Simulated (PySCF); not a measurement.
# Hg3: one run

Hg3 (singlet). PySCF 2.14.0, RKS CAM-B3LYP, Hg def2-SVP with ECP60; non-relativistic Hamiltonian with scalar-relativistic core potentials where named; density fitting; no spin-orbit coupling. Purpose: singlet excitations, Tamm-Dancoff CAM-B3LYP.

```python
mol = gto.M(atom='''
Hg     2.43341    -0.00002    -0.00000
Hg    -1.21669     2.10741     0.00000
Hg    -1.21672    -2.10739    -0.00000''',
    basis={'Hg': 'def2-SVP'},
    ecp={'Hg': 'def2-SVP'},
    charge=0, spin=0)
mf = dft.RKS(mol, xc='CAMB3LYP')
mf.grids.atom_grid = (50, 194)
mf = mf.density_fit()  # fitting sets: Hg def2-universal-JKFIT
mf.conv_tol = 1e-08; mf.max_cycle = 55
mf.kernel(dm0)  # dm0: converged density of the relaxed state
td = mf.TDA(); td.nstates = 8; td.kernel()
```

Run from Python with OMP_NUM_THREADS=2; the lines above give its settings. Where DIIS fails, smearing, a level shift and second-order steps follow.
It took 25 s on 2 threads of Arm Neoverse V1, with other jobs on the host, from an already converged density.

Problem. Where do the frontier levels lie, over both spins?

Solution. HOMO -8.49 eV, LUMO -0.15 eV. 

Problem. What are the Mulliken charges and spins?

Solution. 
```csv
atom,charge (e),spin (e)
Hg1,0.000,0.000
Hg2,0.000,0.000
Hg3,0.000,0.000
```

Problem. Which singlet excitations follow (Tamm-Dancoff, 8 states)?

Solution. 
```
state    eV  oscillator strength
    1  5.97               0.0000
    2  6.01               0.7439
    3  6.01               0.7442
    4  6.15               0.0000
    5  6.15               0.0000
    6  6.53               0.7661
    7  6.53               0.7657
    8  6.60               0.0000
```

The geometry was relaxed with B3LYP (Hg def2-SVP with ECP60).
